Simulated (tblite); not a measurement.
A tight-binding relaxation on `[Al@H-]1([CH]2CCC2)[Cl+][Al@@-]([F])([Cl])[Cl+]1`.

Computed with GFN2-xTB geometry optimisation, gas phase (tblite 0.8.0). Start geometry: from a force field or distance geometry. The command runs a driver script over a list of jobs; the input below is this job's line of settings and its coordinates in Å.

Command:
```bash
OMP_NUM_THREADS=1 python probes_run.py task.json out
```

Input:
```
{"job": {"kind": "relax", "xc": "GFN2-xTB", "basis": "xTB"}, "charge": 0, "multiplicity": 1}
F      4.030100     2.500800    -0.145300
Al     3.896500     0.749600    -0.557600
Cl     5.818800    -0.311200    -0.760900
Cl     2.451300    -0.186500     0.843100
Al     0.890300     0.602500    -0.510500
C     -0.710300    -0.543900    -0.646500
C     -2.012100     0.174600    -0.972000
C     -2.640300    -0.784000     0.037200
C     -1.294000    -0.758700     0.745500
Cl     2.392800     0.315600    -2.124900
H      0.627000     2.147100    -0.220900
H     -0.586700    -1.519400    -1.138800
H     -2.021500     1.198100    -0.539400
H     -2.355800     0.065400    -2.008200
H     -3.495200    -0.373800     0.606500
H     -2.802800    -1.758000    -0.453000
H     -1.189900     0.182100     1.325000
H     -1.007000    -1.693800     1.244200
```

Output:
```
step      E/eV     max force
  0    -909.99932    2.370
  1    -910.31963    1.873
  2    -910.64861    1.354
  3    -910.70505    0.639
  4    -910.76218    0.615
  5    -910.79230    0.658
  6    -910.83039    0.430
  7    -910.84550    0.316
  8    -910.85897    0.301
  9    -910.87141    0.445
... (144 lines left out)
154    -911.11532    0.027
155    -911.11543    0.023
156    -911.11555    0.024
157    -911.11568    0.029
158    -911.11579    0.033
159    -911.11591    0.020
160    -911.11598    0.015
161    -911.11601    0.015
162    -911.11604    0.013
163    -911.11605    0.007
```

«max force» is the largest atomic force in eV/Å.

Q: From which step on does the largest force stay under 0.1 eV/Å, and how much energy is left to gain from there?

A: From step 43 (0.091 eV/Å), 25.2 meV above the end.

Main results: energy lowered by 25.8 kcal/mol over 163 steps; largest atomic force 0.007 eV/Å at the end.

Q: Where do the atoms end?

A: 0.633 Å rms from the input after alignment:
```
atom  x, y, z in Å
F1     4.3493    2.3760   -0.1743
Al2    3.8113    0.8881   -0.6425
Cl3    4.9595   -0.5829   -1.4099
Cl4    2.5389    0.1939    1.0207
Al5    0.7776    0.6406   -0.1851
C6    -0.4731   -0.8462   -0.5291
C7    -1.6750   -0.1340   -1.2155
C8    -2.5593   -0.4708   -0.0144
C9    -1.3223   -0.9028    0.7742
Cl10   2.0155    1.2918   -1.8596
H11    0.1864    1.9332    0.4198
H12   -0.3402   -1.8476   -0.9407
H13   -1.5164    0.9468   -1.3168
H14   -1.9951   -0.5303   -2.1772
H15   -3.1284    0.3575    0.4052
H16   -3.2387   -1.2984   -0.2139
H17   -1.0166   -0.1434    1.5042
H18   -1.3822   -1.8653    1.2787
```

Q: Estimate the wall time. Hardware: an AMD EPYC 9R14 with one thread, shared host.

A: About 2.7 s.
Labels such as C1 count atoms from 1, the log's own numbers from 0.
